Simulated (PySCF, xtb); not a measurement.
Pair of molecules: H2O (SMILES O) (first 3 atoms) with H4OSi (SMILES O[SiH3]); geometry from B3LYP-D3(BJ)/def2-TZVP.
(charge 0, multiplicity 1):
```xyz
9

O      0.255    -0.530     0.329
H     -0.447    -0.959    -0.172
H      0.699     0.063    -0.287
O     -0.626     0.716     2.691
Si    -0.030     0.209     4.134
H     -0.314     0.279     1.880
H     -0.329    -1.223     4.397
H     -0.677     1.036     5.175
H      1.444     0.380     4.227
```

Counterpoise-corrected where a basis set is named; no monomer relaxation. Rows marked so take none.

Rows in 6-31G* carry no dispersion term and start afresh at each structure (6-31G* with six Cartesian d functions).

Codes used: PySCF for 6-31G* rows; xtb for the GFN methods. 

Q: One of these levels gives -39.8 kJ/mol for the interaction energy. Which?
A) B3LYP/6-31G* (no counterpoise)
B) HF/6-31G* (no counterpoise)
C) GFN1-xTB

A: A, B3LYP/6-31G* (no counterpoise). The others give -24.3 (GFN1-xTB), -30.4 (HF/6-31G* (no counterpoise))
